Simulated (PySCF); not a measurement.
# Excited states of O⁴⁺ (oxygen, charge +4)

Ground state [He] 2s2, ¹S. All numbers are calculated (PySCF 2.14, the spin-free X2C one-electron Hamiltonian (Gaussian nucleus), in an even-tempered Gaussian basis (19 s from 0.048 bohr⁻², ratio 2.5; 11 p from 0.0269 bohr⁻², ratio 2.7; 9 d from 0.0301 bohr⁻², ratio 2.7; 5 f from 2.4 bohr⁻², ratio 2.7)). Vertical excitation energies in eV without spin-orbit coupling; excited terms of each kind are numbered among those the solver found. Frozen: nothing.

```
 term  leading excitation  EOM-EE-CCSD
1 3P°              2s → p       10.183
1 1P°              2s → p       19.745
```

Only the lower part of the computed list is shown. Doubly excited terms such as np² are absent. The solver can miss terms. The 12 highest virtual orbitals were dropped.
